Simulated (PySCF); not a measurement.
**[CoCl6]4-: what the settings change**

[CoCl6]4-: Co(II) (d7), charge -4. The structure is a PBE0-D3(BJ)/def2-SVP, IEF-PCM water geometry optimised for multiplicity 4; coordination octahedral, point group D4h, metal–donor distances 2.53–2.61 Å.

```
7

Co    0.0000    0.0000    0.0000
Cl    2.5325    0.0000    0.0000
Cl   -2.5325    0.0000    0.0000
Cl    0.0000    2.5325    0.0000
Cl    0.0000   -2.5325    0.0000
Cl    0.0000    0.0000    2.6124
Cl    0.0000    0.0000   -2.6124
```

Method (PySCF 2.14, density fitting): CASSCF(7,5) with orbitals averaged over all microstates of the shell, strongly contracted NEVPT2 on the averaged canonical orbitals; basis x2c-TZVPall on the metal, x2c-SVPall elsewhere; spin-free X2C; IEF-PCM water; spin-orbit coupling by state interaction with the mean-field operator over all roots.

Base run: NEVPT2 ground state 4A2g (from 4T1g), next 4Eg (from 4T1g) at 48, then 4B2g (from 4T2g) at 3909 cm⁻¹, 10Dq(CASSCF) 3669, B(CASSCF) 1209, ζ 514 cm⁻¹, μeff(300 K) 5.50 μB.

Task: What happens with the basis x2c-TZVPall on all atoms?

Result: NEVPT2 ground state 4A2g (from 4T1g), next 4Eg (from 4T1g) at 52, then 4B2g (from 4T2g) at 3850 cm⁻¹, 10Dq(CASSCF) 3668, B(CASSCF) 1208, ζ 514 cm⁻¹, μeff(300 K) 5.50 μB. It took 42 s against 16 s on a shared host of the same kind.

Task: What happens with orbitals averaged over the highest spin alone?

Result: NEVPT2 ground state 4A2g (from 4T1g), next 4Eg (from 4T1g) at 46, then 4B2g (from 4T2g) at 3685 cm⁻¹, 10Dq(CASSCF) 3642, B(CASSCF) 1220, ζ 518 cm⁻¹, μeff(300 K) 5.52 μB.

No frequencies were computed for the optimised geometry. 4Eg (from 4T1g) (48 cm⁻¹) lies within 300 cm⁻¹ of 4A2g (from 4T1g) at NEVPT2 level, inside the method's error: they are parts of one split term, whose order is undecided, and g values and low-temperature moments can hang on it. NEVPT2 lifts 4B2g (from 4T2g) from 2750 to 3909 cm⁻¹; on the d shell alone it tends to overshoot states that fill the eg-type orbitals.
